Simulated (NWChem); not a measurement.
C$_{5}$H$_{6}$; SMILES C=CC#CC

Program: NWChem. Pople sets run with spherical d functions. Structure relaxed at the B3LYP/6-31G* (spherical d) level. Level: B3LYP/6-31G* with SMD (1 M gas to 1 M solution), gas-phase geometry.

Question: Estimate the computed values for solvent toluene. Quantities: solvation free energy (kcal/mol); cavity-dispersion-structure term (kcal/mol); dipole in solution (D).

Answer: 
| Quantity | Value |
|---|---|
| solvation free energy (kcal/mol) | -4.2 |
| cavity-dispersion-structure term (kcal/mol) | -1.9 |
| dipole in solution (D) | 0.68 |
